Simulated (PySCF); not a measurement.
Here is a job for PySCF.
```python
from pyscf import gto, scf, dft

mol = gto.Mole()
mol.atom = '''
    C    -0.00000000   -0.00000000   -1.07903369
    S     0.00000000    0.00000000    0.40463763
'''
mol.basis = '6-31g*'
mol.charge = 1
mol.spin = 1
mol.verbose = 4
mol.build()

mf = dft.UKS(mol)
mf.xc = 'blyp'
mf.grids.atom_grid = (99, 590)
mf.grids.prune = None
mf.kernel()
```

**Question.** What number of basis functions does BLYP/6-31G* run with PySCF give?

**Answer.** 32

**Question.** What is the computed Mulliken (on the basis functions themselves) charges in atom order (BLYP/6-31G*)?

**Answer.** C1 0.30, S2 0.70

**Question.** Predict the nuclear repulsion energy from BLYP/6-31G*.

**Answer.** 34.2401 Eh

**Question.** Give the <S^2> at the level BLYP/6-31G*.

**Answer.** 0.770

**Question.** What HOMO energy does BLYP/6-31G* give?

**Answer.** -17.09 eV

**Question.** Give the total energy at the level BLYP/6-31G*.

**Answer.** -871.545696 Ry

These values belong to the state on which the SCF converged, which isn't shown to be the lowest.
